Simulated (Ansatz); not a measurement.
Geometry optimisation, Ansatz, RKS PBE/def2-SVP.

The input (input.yaml):

```yaml
crystal:
  periodic: [false, false, false]
  atoms:
    - { symbol: Sn, position_ang: [0.0, 0.0, 0.0] }
    - { symbol: O, position_ang: [0.0, 0.0, 2.31] }
    - { symbol: H, position_ang: [-0.9095, -0.2814, 2.6471] }
    - { symbol: Cl, position_ang: [2.2726, 0.0, -0.8025] }
    - { symbol: Cl, position_ang: [-1.1351, 1.9666, -0.8025] }
    - { symbol: Cl, position_ang: [-1.1351, -1.9666, -0.8025] }
    - { symbol: H, position_ang: [1.0647, -1.6168, 0.6433] }
    - { symbol: H, position_ang: [0.8094, -1.2292, 1.6366] }
basis:
  gaussian: { orbitals: def2-SVP }
hamiltonian:
  xc: pbe
relax:
  f_tol: 0.15
  max_steps: 25
  restrain:
    - { distance: [0, 6], at: 1.74, k: 30.0 }
    - { distance: [7, 1], at: 1.01, k: 30.0 }
    - { distance: [0, 1], at: 3.16, k: 30.0 }
    - { distance: [7, 6], at: 1.86, k: 30.0 }
output:
  orbitals: {}
```

Command:

```bash
$ ansatz run input.yaml --threads 4 --pin off --max-ram 5120MiB --backend cpu --events-out ev --progress --plain --runs-dir out
```

**Question.** Where does it end, and by what steps?

**Answer.** The forces met the threshold. The restraints hold the end off the free minimum; the threshold counts their pulls, which the force column leaves out. Restrained pairs: Sn1–H7 (2.04 → 1.73 Å), O2–H8 (1.62 → 0.99 Å), Sn1–O2 (2.31 → 3.16 Å), H7–H8 (1.10 → 1.87 Å). After 9 steps the energy has fallen by 1.994 eV (the restraints' own energy left out); H8 moved furthest, 1.12 Å.

```csv
step,energy less start (eV),largest force component (eV/Å),accepted
0,0.0000,2.986,yes
1,0.7192,2.197,yes
2,0.4795,2.353,yes
3,-0.2476,1.399,yes
4,-0.9287,0.783,yes
5,-1.3877,0.926,yes
6,-1.6557,1.512,yes
7,-1.8345,1.195,yes
8,-1.9623,0.752,yes
9,-1.9941,0.592,yes
```

```xyz
8
Properties=species:S:1:pos:R:3
Sn 0.358 -0.432 -0.471
O -0.036 -0.028 2.639
H -0.955 -0.213 2.910
Cl 2.161 0.095 -1.894
Cl -0.835 1.564 -0.177
Cl -1.063 -1.868 -1.689
H 0.965 -1.315 0.892
H 0.371 -0.930 2.619
```

Time of the run: 7.4 s on 4 threads of Intel(R) Xeon(R) 6975P-C (Granite Rapids), on a shared host, peak memory 0.18 GiB.
